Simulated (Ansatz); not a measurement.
`C[S][GeH2][SiH3]` + `FCS` → `FCS[SiH3]` + `C[S][GeH3]`  (cleavage of the Si–Ge bond)

Isolated molecules relaxed with PBE0-D4/def2-TZVP in Ansatz; ΔE leaves out vibrations. CCSD(T)/CBS is the MP2 limit (def2-TZVPP, def2-QZVPP) plus CCSD(T) − MP2 in def2-TZVPP, frozen cores. DFT in def2-TZVPP. B3LYP here is the variant with VWN-RPA as its local correlation; programs differ in this. For Ge outer-core shells are correlated without core-valence functions, which leaves a few kJ/mol of doubt a bond. Scalar relativity is left out up to krypton. Each species was taken in one conformer, which may not be the lowest.

`C[S][GeH2][SiH3]`:

Z-matrix (Å, degrees):
```
C
S 1 1.813
H 1 1.090 2 111.7
H 1 1.090 2 106.6 3 -118.5
H 1 1.090 2 111.2 3 123.1
Ge 2 2.222 1 99.5 3 -61.9
Si 6 2.384 2 109.9 1 66.9
H 6 1.544 2 108.7 1 -55.3
H 6 1.537 2 105.4 1 -172.4
H 7 1.485 6 109.4 2 66.2
H 7 1.488 6 110.9 2 -173.1
H 7 1.487 6 109.6 2 -53.3
```

`FCS`:

```xyz
6

F    -1.317   -0.622   -0.464
C    -0.232    0.215   -0.354
S     1.216   -0.599    0.311
H    -0.519    1.062    0.269
H     0.043    0.560   -1.353
H     0.810   -0.616    1.590
```

`FCS[SiH3]`:

```xyz
9

F     0.056   -0.580    2.015
C    -0.800    0.203    1.280
S     0.067    1.318    0.162
Si    0.767   -0.101   -1.279
H    -1.469   -0.456    0.723
H    -1.370    0.833    1.965
H     1.218    0.700   -2.442
H     1.891   -0.922   -0.768
H    -0.359   -0.995   -1.658
```

`C[S][GeH3]`:

Z-matrix (Å, degrees):
```
C
S 1 1.813
H 1 1.090 2 106.7
H 1 1.090 2 111.3 3 118.5
H 1 1.090 2 111.3 3 -118.5
Ge 2 2.212 1 99.2 3 -180.0
H 6 1.533 2 106.6 1 179.9
H 6 1.540 2 109.9 1 59.8
H 6 1.540 2 109.9 1 -60.0
```

```csv
level,ΔE (kJ/mol),difference from CCSD(T)/CBS
PBE-D4,-25.2,6.8
r2SCAN-D4,-32.2,-0.2
PBE0-D4,-27.9,4.1
ωB97M-V,-34.7,-2.7
B2PLYP,-33.7,-1.7
PBE,-26.1,5.9
r2SCAN,-32.8,-0.8
PBE0,-29.1,2.9
B3LYP,-31.2,0.8
MP2/def2-TZVPP,-36.4,-4.4
SCS-MP2/def2-TZVPP,-36.7,-4.7
CCSD/def2-TZVPP,-30.9,1.1
CCSD(T)/def2-TZVPP,-30.7,1.3
HF/def2-QZVPP,-42.1,-10.1
SCS-MP2/def2-QZVPP,-38.2,-6.2
MP2/CBS(def2),-37.8,-5.8
CCSD(T)/CBS,-32.0,0
```

Largest T1 diagnostic among the species: 0.012.

In def2-TZVPP, CCSD(T) changes the Hartree–Fock value by +10.7 kJ/mol (the triples alone add +0.3 kJ/mol) and MP2 by +5.0 kJ/mol.
